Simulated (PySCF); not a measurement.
## `C=C=CCC#CCF`: 4 charge schemes on one density

Compound: C₇H₇F.
Cartesian coordinates in Å at the GFN2-xTB level; atoms count from 1:
```
atom  x, y, z in Å
C1    -3.0480    1.9459    0.7026
C2    -2.2731    0.9627    0.3748
C3    -1.5041   -0.0189    0.0215
C4    -0.5001    0.0634   -1.1040
C5     0.8362   -0.1799   -0.5998
C6     1.9136   -0.3733   -0.1098
C7     3.2386   -0.6509    0.4063
F8     3.8602   -1.6500   -0.3143
H9    -4.0241    2.0715    0.2611
H10   -2.7587    2.6756    1.4422
H11   -1.5386   -0.9626    0.5496
H12   -0.7308   -0.6997   -1.8552
H13   -0.5416    1.0472   -1.5780
H14    3.8809    0.2358    0.3351
H15    3.1852   -0.9983    1.4459
```

Density: PBE0/pcSseg-1 (PySCF); schemes: Mulliken, IAO, Hirshfeld and ESP-fitted. The structure is a single GFN2-xTB conformer in the gas phase; no vibrational or solvent corrections.

What partial charge does each atom carry?

In e; atoms taken as equivalent share a row and are averaged (×n: the atom named and its like, n in all):

```json
{"atom": "C1", "environment": "outer carbon of cumulated double bonds", "Mulliken": "-0.145", "IAO": "-0.361", "Hirshfeld": "-0.113", "ESP-fitted": "-0.488"}
{"atom": "C2", "environment": "central carbon of cumulated double bonds", "Mulliken": "-0.129", "IAO": "+0.028", "Hirshfeld": "0.000", "ESP-fitted": "+0.110"}
{"atom": "C3", "environment": "outer carbon of cumulated double bonds", "Mulliken": "-0.215", "IAO": "-0.190", "Hirshfeld": "-0.056", "ESP-fitted": "-0.348"}
{"atom": "C4", "environment": "propargylic carbon", "Mulliken": "-0.139", "IAO": "-0.268", "Hirshfeld": "-0.046", "ESP-fitted": "+0.102"}
{"atom": "C5", "environment": "alkyne carbon", "Mulliken": "-0.041", "IAO": "-0.024", "Hirshfeld": "-0.037", "ESP-fitted": "-0.184"}
{"atom": "C6", "environment": "alkyne carbon", "Mulliken": "-0.256", "IAO": "-0.090", "Hirshfeld": "-0.073", "ESP-fitted": "-0.059"}
{"atom": "C7", "environment": "sp3 C–F carbon", "Mulliken": "+0.229", "IAO": "+0.029", "Hirshfeld": "+0.038", "ESP-fitted": "+0.062"}
{"atom": "F8", "environment": "alkyl fluorine", "Mulliken": "-0.333", "IAO": "-0.322", "Hirshfeld": "-0.126", "ESP-fitted": "-0.221"}
{"atom": "H9/H10", "environment": "hydrogen on C1", "Mulliken": "+0.150", "IAO": "+0.173", "Hirshfeld": "+0.059", "ESP-fitted": "+0.211"}
{"atom": "H11", "environment": "hydrogen on C3", "Mulliken": "+0.143", "IAO": "+0.172", "Hirshfeld": "+0.056", "ESP-fitted": "+0.202"}
{"atom": "H12/H13", "environment": "methylene hydrogen", "Mulliken": "+0.162", "IAO": "+0.176", "Hirshfeld": "+0.061", "ESP-fitted": "+0.093"}
{"atom": "H14/H15", "environment": "methylene hydrogen", "Mulliken": "+0.131", "IAO": "+0.164", "Hirshfeld": "+0.059", "ESP-fitted": "+0.108"}
```

Mean size of the charges over all atoms: ESP-fitted 0.173 e, Mulliken 0.168 e, IAO 0.167 e, Hirshfeld 0.060 e. Each set sums to the total charge, 0, to within 0.001 e. The Hirshfeld scheme divides the density at each point in proportion to the densities of the neutral, spherically averaged free atoms. The Mulliken scheme counts on each atom the diagonal of the density matrix times the overlap matrix over that atom's basis functions.

Lowest charge. The schemes don't all agree: Mulliken F8 (-0.333); IAO C1 (-0.361); Hirshfeld F8 (-0.126); ESP-fitted C1 (-0.488).

Highest charge. The schemes don't all agree: Mulliken C7 (+0.229); IAO H12/H13 (+0.176); Hirshfeld H12/H13 (+0.061); ESP-fitted H9/H10 (+0.211).

Sum the charges by element, for elements with more than one atom.

```csv
element,atoms,Mulliken,IAO,Hirshfeld,ESP-fitted
C,7,-0.696,-0.876,-0.287,-0.805
H,7,+1.030,+1.197,+0.413,+1.026
```

How closely do the schemes follow one another over all atoms?

Correlation coefficient and root-mean-square difference: IAO with Hirshfeld 0.95, 0.131 e; Mulliken with Hirshfeld 0.93, 0.121 e; Mulliken with IAO 0.85, 0.104 e; Hirshfeld with ESP-fitted 0.83, 0.156 e; IAO with ESP-fitted 0.80, 0.128 e; Mulliken with ESP-fitted 0.68, 0.158 e.
